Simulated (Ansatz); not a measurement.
Task: Name a neutral molecule of Al, Si and H with zero-point energy (PBE0-D4/def2-TZVP) between 112 and 128 kJ/mol and HOMO–LUMO gap (PBE/def2-TZVPP) between 2.65 and 2.95 eV (Ansatz, PBE0-D4/def2-TZVP geometry).

Result: `[SiH3][Al]1[AlH][SiH2]1` (126.0 kJ/mol, 2.80 eV). Other molecules can fit too; these were computed, each in one conformer that needn't be the lowest.
